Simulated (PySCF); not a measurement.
Hf(IV) with more and more SH

Computed with PySCF 2.14.0, PBE0, def2-SVP on the ligands, density fitting, scalar-relativistic core potentials, no spin-orbit coupling, vacuum. The metal has def2-SVP with ECP60. Each complex is relaxed within the symmetry of its template. Distances are means of the shortest metal–ligand contacts, charges and spins Mulliken's; removal energies are rigid, with the ligand's formal charge and no counterpoise, so too large; for an anion taken off a cation in vacuum most of it is the attraction of opposite charges, and multiply charged cations can part far more cheaply with an electron moved from ligand to metal.

```
    complex     point group  M–SH (Å)  charge on M (e)  HOMO–LUMO gap (eV)  removal of one SH (eV)  strongest infrared band, degenerate modes summed (cm⁻¹)  unstable modes (below −25 cm⁻¹)
[Hf(SH)2]2+  C2, nearly C2v     2.300             1.35                4.53                   23.77                                                     2565                                0
    Hf(SH)4              S4     2.431             0.64                5.63                   10.07                                                      344                                0
```

Problem. What does the calculation give for [Hf(SH)3]+?

Solution. point group: C3v, M–SH (Å): 2.370, charge on M (e): 0.97, HOMO–LUMO gap (eV): 3.65, removal of one SH (eV): 15.39, unstable modes (below −25 cm⁻¹): not given.
```xyz
7

Hf    0.0000    0.0000   -0.8292
S     2.1777    0.0000    0.1069
H     1.9207    0.0000    1.4366
S    -1.0889    1.8859    0.1069
H    -0.9604    1.6634    1.4366
S    -1.0888   -1.8860    0.1069
H    -0.9603   -1.6634    1.4366
```

The more ligands, the longer each bond and the weaker the last ligand is held.

One start shape was tried for each, so a minimum needn't be the lowest isomer.
